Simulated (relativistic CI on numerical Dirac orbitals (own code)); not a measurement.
## Zn3+: M2,3 absorption edge

Computed with this model: Dirac-Coulomb-Breit CI, KLI orbitals optimised for each configuration, model QED, multiplet model of core-to-valence dipole absorption, unscaled Slater integrals; configurations [Ar] 3d9 → [Ne] 3s2 3p5 3d10; 300 K; Lorentzian 1.2 eV and Gaussian 0.3 eV FWHM. Energies are those of the free ion, without screening or charge transfer. The branching ratio is the share of the lower-energy edge in the whole absorption, uncertain by about 0.02 where the edges overlap. S is read from ⟨S²⟩ = S(S + 1).

Field parameters in Wybourne normalisation: D4h B²₀ = −7Ds, B⁴₀ = 21(Dq − Dt), B⁴₄ = 21√(5/14) Dq; Oh B⁴₀ = 21Dq, B⁴₄ = √(5/14) B⁴₀; Td as Oh with Dq negative (B⁴₀ = 21Dq, B⁴₄ = √(5/14) B⁴₀). The field is a parameter set, without covalency.

Computed curve for D4h, 10Dq = 20800, Ds = 270, Dt = 250 cm⁻¹, scaled to 100 at the maximum (points under 2 are left out and the grid is thinned):

(Energy (eV), Intensity): (79.75, 2.2), (80.00, 2.4), (80.25, 2.7), (80.50, 3.1), (80.75, 3.5), (81.25, 4.8), (81.50, 5.6), (81.75, 6.8), (82.00, 8.2), (82.25, 10.3), (82.50, 13.2), (82.75, 17.5), (83.00, 24.0), (83.25, 34.4), (83.50, 51.0), (84.00, 97.7), (84.25, 100.0), (84.50, 79.5), (84.75, 55.4), (85.00, 38.3), (85.25, 28.0), (85.50, 22.1), (85.75, 19.1), (86.00, 18.4), (86.25, 19.9), (86.75, 31.8), (87.00, 40.3), (87.25, 42.5), (87.50, 35.3), (87.75, 25.2), (88.00, 17.4), (88.25, 12.4), (88.50, 9.2), (88.75, 7.1), (89.00, 5.7), (89.50, 3.9), (89.75, 3.3), (90.00, 2.9), (90.25, 2.5), (90.50, 2.2)

The ground state has S = 0.50, and the centroid lies at 84.99 eV.
